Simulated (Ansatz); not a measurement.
Steps of a relaxation of C2H10InP (`[CH3][InH-]([CH3])[PH3+]`) with RKS PBE0-D4/def2-TZVP.

```sh
$ ansatz run in.yaml --threads 4 --pin off --events-out ev --progress --plain --max-ram 11315MiB
```

```yaml
crystal:
  periodic: [false, false, false]
  atoms:
    - {symbol: C, position_ang: [-1.132573, 1.691649, -0.886649]}
    - {symbol: In, position_ang: [-0.114944, 0.669617, 0.773612]}
    - {symbol: C, position_ang: [2.068309, 0.415882, 0.702378]}
    - {symbol: P, position_ang: [-0.717104, -2.008118, -0.167887]}
    - {symbol: H, position_ang: [-0.609017, 1.511950, -1.846540]}
    - {symbol: H, position_ang: [-1.137327, 2.784645, -0.697354]}
    - {symbol: H, position_ang: [-2.185293, 1.358823, -0.979454]}
    - {symbol: H, position_ang: [-0.963477, 0.445075, 2.300397]}
    - {symbol: H, position_ang: [2.556526, 1.307205, 1.146983]}
    - {symbol: H, position_ang: [2.423221, 0.315070, -0.342449]}
    - {symbol: H, position_ang: [2.390294, -0.471642, 1.282236]}
    - {symbol: H, position_ang: [-1.393562, -2.965954, 0.655682]}
    - {symbol: H, position_ang: [0.338705, -2.883967, -0.583832]}
    - {symbol: H, position_ang: [-1.536656, -2.199434, -1.328325]}
basis:
  gaussian: {orbitals: def2-TZVP}
hamiltonian: {xc: pbe0, dispersion: d4}
relax: {f_tol: 0.005, max_steps: 150}
```

Positions (Å) and forces (eV/Å) along the path, 11 of 36 steps:

```xyz
14
step=1 energy=-16693.9856 eV
C    -1.133    1.692   -0.887   -0.082    0.131   -0.137
In   -0.115    0.670    0.774    0.040   -0.006   -0.086
C     2.068    0.416    0.702    0.206    0.017    0.006
P    -0.717   -2.008   -0.168   -0.124   -0.585   -0.227
H    -0.609    1.512   -1.847   -0.264    0.086    0.460
H    -1.137    2.785   -0.697   -0.003   -0.523   -0.105
H    -2.185    1.359   -0.979    0.511    0.160    0.040
H    -0.963    0.445    2.300    0.115    0.040   -0.200
H     2.557    1.307    1.147   -0.221   -0.434   -0.218
H     2.423    0.315   -0.342   -0.165    0.040    0.511
H     2.390   -0.472    1.282   -0.154    0.428   -0.285
H    -1.394   -2.966    0.656    0.197    0.296   -0.220
H     0.339   -2.884   -0.584   -0.291    0.271    0.125
H    -1.537   -2.199   -1.328    0.235    0.079    0.336
14
step=4 energy=-16694.0394 eV rejected
C    -1.115    1.675   -0.871   -0.010   -0.019   -0.016
In   -0.117    0.643    0.757   -0.011    0.011    0.020
C     2.041    0.416    0.697    0.004   -0.027   -0.007
P    -0.719   -2.005   -0.165    0.030    0.031   -0.039
H    -0.622    1.479   -1.825    0.001    0.000   -0.004
H    -1.088    2.752   -0.694    0.006    0.006    0.006
H    -2.163    1.377   -0.948    0.001    0.000    0.002
H    -0.954    0.443    2.270   -0.003   -0.002    0.010
H     2.515    1.312    1.103   -0.003    0.009    0.002
H     2.395    0.282   -0.326    0.002    0.000   -0.003
H     2.369   -0.435    1.298    0.000    0.002    0.002
H    -1.374   -2.963    0.637   -0.012   -0.007    0.026
H     0.341   -2.837   -0.588    0.000   -0.004   -0.001
H    -1.524   -2.169   -1.314   -0.004   -0.001    0.002
14
step=5 energy=-16694.0401 eV
C    -1.118    1.671   -0.870   -0.011    0.006   -0.009
In   -0.119    0.645    0.762   -0.001    0.002    0.001
C     2.038    0.412    0.699    0.015   -0.006    0.004
P    -0.707   -1.994   -0.178    0.002    0.000   -0.005
H    -0.628    1.469   -1.825    0.001   -0.002    0.005
H    -1.088    2.750   -0.699    0.003   -0.004    0.001
H    -2.167    1.376   -0.942    0.004    0.001    0.002
H    -0.955    0.442    2.276    0.000   -0.003   -0.004
H     2.517    1.309    1.098   -0.005   -0.002   -0.003
H     2.391    0.270   -0.325   -0.005    0.001    0.003
H     2.365   -0.436    1.305   -0.003    0.004   -0.001
H    -1.367   -2.936    0.641   -0.001   -0.001    0.004
H     0.345   -2.841   -0.593    0.001    0.002    0.000
H    -1.520   -2.167   -1.321   -0.002    0.002    0.002
14
step=7 energy=-16694.0405 eV
C    -1.118    1.674   -0.874    0.023   -0.009    0.013
In   -0.122    0.644    0.759   -0.001   -0.004    0.000
C     2.037    0.409    0.712   -0.022    0.008   -0.008
P    -0.703   -1.990   -0.188   -0.008   -0.014    0.003
H    -0.641    1.447   -1.830   -0.007    0.004   -0.004
H    -1.058    2.753   -0.716   -0.006    0.001   -0.005
H    -2.172    1.399   -0.929   -0.001    0.005   -0.004
H    -0.968    0.427    2.265   -0.001    0.003    0.003
H     2.513    1.323    1.077    0.004   -0.008    0.001
H     2.390    0.230   -0.306    0.005   -0.002    0.009
H     2.360   -0.416    1.350    0.005    0.007   -0.004
H    -1.312   -2.946    0.656    0.011    0.009   -0.016
H     0.344   -2.817   -0.654   -0.014    0.004    0.000
H    -1.564   -2.166   -1.295    0.009   -0.004    0.012
14
step=9 energy=-16694.0409 eV
C    -1.110    1.676   -0.879    0.015   -0.002    0.005
In   -0.126    0.642    0.758   -0.005   -0.003    0.003
C     2.033    0.410    0.726    0.000    0.000   -0.003
P    -0.703   -1.992   -0.194   -0.018   -0.074   -0.024
H    -0.645    1.430   -1.836   -0.008    0.005    0.003
H    -1.025    2.756   -0.732   -0.007   -0.010   -0.005
H    -2.171    1.425   -0.924    0.008    0.006   -0.004
H    -0.984    0.422    2.258    0.000    0.002   -0.001
H     2.504    1.337    1.062   -0.002   -0.021   -0.004
H     2.389    0.198   -0.285   -0.001    0.004    0.023
H     2.357   -0.393    1.392   -0.001    0.021   -0.017
H    -1.239   -2.975    0.671    0.027    0.039   -0.044
H     0.333   -2.790   -0.736   -0.049    0.031    0.019
H    -1.627   -2.175   -1.251    0.040    0.002    0.049
14
step=14 energy=-16694.0458 eV
C    -1.076    1.671   -0.916    0.009    0.005    0.010
In   -0.139    0.645    0.754   -0.005   -0.004   -0.016
C     2.019    0.402    0.765   -0.009    0.002    0.001
P    -0.713   -1.986   -0.196   -0.025   -0.042   -0.005
H    -0.577    1.435   -1.857    0.001   -0.002   -0.002
H    -1.009    2.750   -0.763   -0.002    0.005   -0.004
H    -2.133    1.410   -1.000   -0.002   -0.002    0.000
H    -1.034    0.446    2.235    0.000   -0.003   -0.003
H     2.488    1.318    1.132    0.001    0.001    0.003
H     2.396    0.212   -0.241    0.002   -0.002   -0.001
H     2.326   -0.416    1.419    0.003   -0.003    0.003
H    -0.943   -3.040    0.719    0.015    0.031   -0.055
H     0.227   -2.662   -1.010   -0.047    0.014    0.026
H    -1.846   -2.215   -1.014    0.059    0.000    0.045
14
step=19 energy=-16694.0489 eV rejected
C    -1.062    1.675   -0.934    0.014    0.008    0.016
In   -0.145    0.646    0.745   -0.014   -0.004    0.028
C     2.012    0.397    0.785   -0.011   -0.002    0.001
P    -0.715   -1.983   -0.194   -0.001    0.000    0.000
H    -0.553    1.438   -1.870    0.003   -0.005   -0.014
H    -0.995    2.755   -0.781   -0.004   -0.004    0.000
H    -2.117    1.414   -1.027   -0.015    0.003   -0.009
H    -1.057    0.448    2.218    0.017    0.003   -0.030
H     2.478    1.312    1.157    0.003    0.001    0.019
H     2.404    0.208   -0.216    0.001   -0.013   -0.013
H     2.307   -0.423    1.442    0.008    0.013   -0.002
H    -0.795   -3.066    0.709    0.005   -0.001    0.000
H     0.146   -2.605   -1.126   -0.003    0.003   -0.004
H    -1.921   -2.245   -0.880   -0.001    0.000    0.006
14
step=21 energy=-16694.0504 eV
C    -1.051    1.674   -0.943    0.002    0.003    0.005
In   -0.150    0.642    0.742   -0.001    0.008   -0.003
C     2.007    0.396    0.796    0.000   -0.001   -0.005
P    -0.717   -1.982   -0.196   -0.015   -0.057   -0.018
H    -0.538    1.436   -1.877    0.003   -0.002   -0.002
H    -0.982    2.753   -0.789    0.000   -0.001   -0.001
H    -2.108    1.419   -1.045   -0.005    0.000   -0.003
H    -1.073    0.447    2.206    0.005   -0.002   -0.007
H     2.470    1.312    1.171    0.000    0.001    0.005
H     2.408    0.203   -0.201   -0.007   -0.001    0.003
H     2.300   -0.420    1.459    0.005   -0.003    0.005
H    -0.704   -3.076    0.700    0.001    0.034   -0.042
H     0.091   -2.570   -1.198   -0.036    0.017    0.034
H    -1.967   -2.264   -0.797    0.049    0.003    0.028
14
step=23 energy=-16694.0378 eV rejected
C    -1.049    1.677   -0.953   -0.049    0.012   -0.136
In   -0.142    0.663    0.730   -0.069   -0.124    0.211
C     2.008    0.397    0.816    0.053   -0.007    0.027
P    -0.724   -1.973   -0.164    0.030   -0.021   -0.073
H    -0.523    1.424   -1.877   -0.040    0.041    0.015
H    -0.980    2.759   -0.814    0.017   -0.013    0.000
H    -2.108    1.425   -1.069    0.105   -0.010    0.045
H    -1.068    0.406    2.182   -0.030    0.061    0.036
H     2.475    1.315    1.186    0.001   -0.021   -0.065
H     2.379    0.202   -0.192    0.120    0.020    0.000
H     2.322   -0.419    1.474   -0.122    0.059   -0.067
H    -0.666   -3.116    0.657    0.034   -0.024    0.140
H     0.041   -2.518   -1.215    0.075   -0.010   -0.094
H    -1.978   -2.271   -0.732   -0.126    0.038   -0.039
14
step=25 energy=-16694.0521 eV
C    -1.041    1.676   -0.955    0.000    0.000   -0.003
In   -0.153    0.645    0.737   -0.002   -0.002    0.001
C     2.003    0.394    0.811    0.001   -0.001    0.003
P    -0.720   -1.980   -0.196   -0.006   -0.038   -0.014
H    -0.520    1.435   -1.884    0.000    0.000    0.001
H    -0.970    2.755   -0.803    0.000    0.000    0.000
H    -2.097    1.423   -1.066    0.002    0.000    0.000
H    -1.087    0.445    2.194   -0.001    0.002    0.002
H     2.464    1.310    1.187   -0.001    0.000   -0.001
H     2.410    0.198   -0.182    0.001    0.000    0.001
H     2.289   -0.421    1.478   -0.001    0.001   -0.001
H    -0.601   -3.088    0.675    0.000    0.024   -0.024
H     0.017   -2.529   -1.271   -0.021    0.009    0.021
H    -2.005   -2.293   -0.696    0.029    0.004    0.015
14
step=36 energy=-16694.0539 eV
C    -1.016    1.678   -0.984    0.000    0.000    0.000
In   -0.163    0.647    0.727    0.000    0.000    0.000
C     1.990    0.389    0.844    0.000    0.000    0.001
P    -0.725   -1.978   -0.201    0.000    0.002   -0.001
H    -0.477    1.434   -1.901    0.000    0.000    0.000
H    -0.945    2.758   -0.831    0.000    0.000    0.000
H    -2.070    1.428   -1.116    0.000    0.000    0.000
H    -1.123    0.454    2.169    0.000    0.000    0.000
H     2.446    1.304    1.230    0.000    0.000    0.000
H     2.418    0.192   -0.140    0.000    0.000    0.000
H     2.258   -0.427    1.517    0.000    0.000    0.000
H    -0.365   -3.097    0.583    0.000   -0.001    0.001
H    -0.182   -2.444   -1.419    0.000    0.000    0.000
H    -2.059   -2.368   -0.451    0.000    0.000    0.000
```

Hardware: 4 threads of an Arm Neoverse N1 on a shared host. Wall time 4 min, peak host memory 0.64 GiB.
